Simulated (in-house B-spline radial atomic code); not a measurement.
A fraction x of an electron is removed from 4d in the technetium ion Tc⁺, starting from [Kr] 4d5 5s1 and keeping the highest spin. All numbers are computed (scalar-relativistic (X2C) OLYP, spin-polarised, spherical fractional occupations; Fermi nucleus of rms radius 4.41117 fm) with an all-electron radial atomic-structure program (B-spline basis), not measured.

| x | E(x) - E(0) (eV) | 4d up level (eV) |
| --- | --- | --- |
| 0 | 0.0000 | -15.247 |
| 0.12 | 1.9091 | -16.575 |
| 0.15 | 2.4114 | -16.911 |
| 0.27 | 4.5220 | -18.269 |
| 0.43 | 7.5921 | -20.115 |
| 0.5 | ? | ? |
| 0.6 | ? | ? |
| 0.74 | 14.3953 | -23.800 |
| 0.86 | 17.3390 | -25.264 |
| 0.94 | 19.3995 | -26.251 |
| 1 | 20.9969 | -26.996 |

**Question.** What belongs in the row x = 0.5?

**Answer.** An energy change of 9.0288 eV; 4d up at -20.935 eV.

**Question.** What belongs in the row x = 0.6?

**Answer.** An energy change of 11.1813 eV; 4d up at -22.119 eV.

**Question.** Check Janak's theorem between x = 0.12 and 0.15.

**Answer.** The slope of the energy is 16.74 eV; the orbital levels give 16.74 eV (-ε of the emptying orbital, averaged over the two points).
